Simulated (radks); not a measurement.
Spherical quantum dot in the effective-mass picture: electrons in a hard-walled sphere of radius 11.5, with a point charge +1 (a donor) at the centre, all in effective atomic units (hartree* = m*/eps^2 hartree, bohr* = eps/m* bohr), one dielectric constant everywhere. Calculated with a radial shooting solver with Libxc functionals: non-relativistic Kohn-Sham, LDA (Slater exchange, Perdew-Wang correlation), spin-polarised, spherical densities. Levels are named by radial order and angular momentum (1s, 1p, 1d, 2s, ...), and open shells are averaged over m.

N = 35, configuration 1s2 1p6 1d10 2s(up 1, down 0) 1f14 1g(up 2, down 0). This is the lowest configuration that the search found (a dilute case). Occupied and some empty levels:

level,occupation,eigenvalue (hartree*),<r> (bohr*)
1s up,1,3.4211,9.073
1s down,1,3.4262,9.146
1p up,3,3.4340,9.186
1p down,3,3.4388,9.181
1d up,5,3.4588,9.235
2s up,1,3.4602,1.697
1d down,5,3.4637,9.230
1f up,7,3.4954,9.292
1f down,7,3.5003,9.288
1g up,2,3.5434,9.352
1g down,0,3.5483,9.349
1h up,0,3.6023,9.413
1h down,0,3.6073,9.411
2s down,0,3.6154,2.603
3s up,0,3.7180,6.140
2p up,0,3.7289,5.892
2p down,0,3.7374,6.135
3s down,0,3.7455,5.875
2d up,0,3.7988,6.756
2d down,0,3.8024,6.793

Energy (hartree*): total 60.4386, kinetic 8.5643, external -4.6919, Hartree 63.139, exchange-correlation -6.5726.
